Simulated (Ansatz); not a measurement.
## Match the barriers

Saddle point of BSiH$_{5}$Cl$_{2}$O, singlet (BSiH₃Cl₂ ([SiH3][B]([Cl])[Cl]) + H₂O → BHCl₂O ([OH][B]([Cl])[Cl]) + SiH₄; bonds formed: Si2–H5; dative contacts that become bonds: B1–O6; bonds broken: B1–Si2, H5–O6), PBE0-D4/def2-TZVP structure:

```tsv
atom	x (Å)	y (Å)	z (Å)
B1	-0.3461	-0.8543	0.1413
Si2	1.0246	0.8765	-0.1162
Cl3	-0.4241	-1.6378	-1.4825
Cl4	0.3841	-1.7840	1.4810
H5	-0.7963	0.4999	0.2505
O6	-1.7186	-0.2631	0.5347
H7	0.6771	1.8512	-1.1879
H8	1.3360	1.6044	1.1410
H9	2.1838	0.0627	-0.5452
H10	-2.3207	-0.3557	-0.2167
```

Computed with Ansatz 0.2.0 (basis: def2-TZVPP, with def2-QZVPP for the basis limit); correlated methods freeze the cores. Extrapolation: Hartree–Fock as exp(−7.88 √X), correlation as X^−2.97. Four methods, as single points on the PBE0-D4 structures, gave these electronic barriers from the start structure: 0.975, 1.081, 1.240, 1.872 eV.

Question: The methods were, in alphabetical order, HF, MP2, PBE-D4, r2SCAN-D4. Which gave which? (Judge from chemistry; the calculation decides.)

Answer: By the calculation: PBE-D4 0.975; r2SCAN-D4 1.081; MP2 1.240; HF 1.872 eV. For comparison, CCSD(T) at an estimated basis limit (MP2 extrapolated from triple and quadruple zeta, plus CCSD(T) − MP2 in triple zeta) gives 1.333 eV.

No T1 diagnostic of these runs exceeds 0.012.

Labels in which every atom is bracketed show which atoms are joined, not bond orders.

For scale, one of the runs: CCSD(T)/def2-TZVPP, 258 basis functions, launched by `ansatz run in.yaml --threads 8 --pin off --events-out ev --progress --plain --max-ram 19148MiB`. The run took 75 s on 8 CPU threads of an Intel Xeon Platinum 8175M (shared host), with 5.6 GiB of host memory at its peak.
